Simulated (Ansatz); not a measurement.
`[OH][Ga]([SH])[O][SiH3]`, charge 0, multiplicity 1.

Give a relaxed structure at PBE0-D4/def2-TZVP (Ansatz). (Best estimate.)

The calculation gave: 
```xyz
10

O    -1.058    0.092   -2.534
Ga   -0.043   -0.220   -1.114
S     1.791   -1.380   -1.278
O    -0.589    0.452    0.434
Si   -0.085    0.489    1.988
H    -1.837    0.615   -2.326
H     1.612   -1.558   -2.599
H     1.189   -0.267    2.154
H    -1.119   -0.120    2.865
H     0.139    1.897    2.410
```
Point group Cs.
This is one stationary point; other conformers may exist.
